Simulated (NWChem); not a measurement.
## Ionisation of C$_{2}$H$_{4}$N

```
N
C 1 1.3150
C 1 1.3150 2 119.97
H 2 1.0949 1 119.18 3 180.00
H 3 1.0949 1 119.18 2 180.00
H 2 1.1055 4 118.27 1 180.00
H 3 1.1055 5 118.27 1 180.00
```
Charge 0, spin multiplicity 2.

Program: NWChem. Structure: optimised with UPBE0/def2-SVP, a minimum by its harmonic frequencies. It is one conformer; others weren't searched.

Basis set: def2-SVPD. The species with one electron less has spin multiplicity 1 and keeps the geometry of the parent. Δ marks differences of total energies (open shells unrestricted). −ε marks an orbital energy of the parent. That orbital need not have the symmetry of the hole or added electron in the Δ rows. That singlet is a closed-shell solution.

B3LYP has NWChem's definition, with VWN1-RPA local correlation. The structure started from a generated list of species. The unpaired electrons of the parent sit in orbitals of symmetry a2 (C2v labels of the run); other states weren't searched. The stability of the SCF solutions was not checked.

Task: One of these methods gave a first vertical ionisation energy of 5.20 eV. Which?
A) −ε(alpha HOMO) of PBE0
B) −ε(alpha HOMO) of B3LYP
C) −ε(alpha HOMO) of PBE
D) ΔB3LYP

Result: C, −ε(alpha HOMO) of PBE. The others give 6.07 (−ε(alpha HOMO) of B3LYP), 6.36 (−ε(alpha HOMO) of PBE0), 8.70 (ΔB3LYP).
